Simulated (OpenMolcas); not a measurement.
**Rh5+ in a point-charge field**

Rh5+ among 4 point charges of -2.5 e arranged as a tetrahedron (Td), 2.42 Å from the ion.
```
   1.3972    1.3972    1.3972  -2.50
   1.3972   -1.3972   -1.3972  -2.50
  -1.3972    1.3972   -1.3972  -2.50
  -1.3972   -1.3972    1.3972  -2.50
```

```json
{
 "Program": "OpenMolcas",
 "Method": "SS-CASPT2, IPEA 0.25 Eh, imaginary shift 0.1 Eh (closed shells correlated: 4s 4p)",
 "Basis": "ANO-RCC-VDZP [6s5p3d1f]",
 "Scalar Hamiltonian": "DKH2, point nucleus",
 "Active space": "4 electrons in 5 orbitals (4d)",
 "State averaging": "2S+1 = 5 even, 5 roots; 2S+1 = 3 even, 45 roots; 2S+1 = 1 even, 50 roots",
 "Spin-orbit coupling": "RASSI with atomic mean-field integrals over the reference wave functions"
}
```

The lowest spin-free states (labels of Td), above the lowest:

| State | Degeneracy | E (cm-1) | Free-ion L (%) |
| --- | --- | --- | --- |
| 5T2 | 3 | 0 | D (100) |
| 5E | 2 | 1330 | D (100) |
| 3T1 | 3 | 20640 | H (95) |
| 3T2 | 3 | 21000 | H (98) |
| 3T1 | 3 | 21360 | H (91) |
| 3E | 2 | 21660 | H (99) |
| 3T1 | 3 | 21890 | P (70) |
| 3T2 | 3 | 22950 | F (89) |
| 3T1 | 3 | 23260 | F (66) |
| 3A2 | 1 | 23410 | F (100) |
| 3T2 | 3 | 24450 | G (91) |
| 3E | 2 | 25210 | G (99) |
| 3A1 | 1 | 25740 | G (100) |
| 3T1 | 3 | 25760 | G (91) |
| 3T2 | 3 | 30080 | D (100) |
| 1A1 | 1 | 30650 | I (79) |
| 1T1 | 3 | 30760 | I (89) |
| 3E | 2 | 30790 | D (100) |
| 1A1 | 1 | 31060 | G (77) |
| 1T2 | 3 | 31110 | I (99) |

The lowest levels with spin-orbit coupling:

```csv
E (cm-1),Degeneracy,Label,2S+1
0,1,A1,5
680,3,T1,5
1620,3,T2,5
2000,2,E,5
2870,3,T1,5
3360,3,T2,5
4080,1,A2,5
4790,3,T2,5
5000,2,E,5
5070,3,T1,5
5150,1,A1,5
19420,1,A1,3 (89 %)
21450,3,T1,3
21490,2,E,3
21530,1,A1,3
21760,3,T2,3
22640,3,T1,3
23090,3,T2,3
23250,3,T1,3
23300,2,E,3
```

Powder χT (cm3 K/mol): 0.00318 at 2 K, 0.0159 at 10 K, 0.0794 at 50 K, 0.159 at 100 K, 0.323 at 200 K, 0.488 at 300 K. The effective moment at 300 K is 2.828 √(χT) = 1.98 μB.

The lowest level has 2S+1 = 5, for which the spin-only value is χT = S(S+1) / 2 = 3.000 cm3 K/mol (g = 2). The computed 0.488 at 300 K differs by -2.512, through orbital momentum, spin-orbit coupling and any other state in reach. With a threefold ground state the orbital momentum is unquenched, so the spin-only value is not expected to hold.

Roots that are degenerate in the reference are averaged as groups; the widest CASPT2 spread within a group is 180 cm-1 (the 3-fold group of multiplicity 1 near 31200 cm-1 above the lowest state of its run). Shifts and gaps below about the spread of the groups concerned are not significant. Spin-orbit coupling mixes the spin-free states strongly: the lowest level takes only 69 % from its leading state, 5T2. Point charges give a weaker field than real ligands, and real ions of this kind are as a rule low spin; the high spin found here belongs to the model. The ground term spreads over less than 5000 cm-1, several times less than with real ligands, so orbital moments are less quenched and χT lies further from the spin-only value than at real sites. Free-ion shares, where given, are those of the reference states; single-state CASPT2 does not remix them. This is an electrostatic model: the charges have no orbitals. No measured value stands beside these numbers.
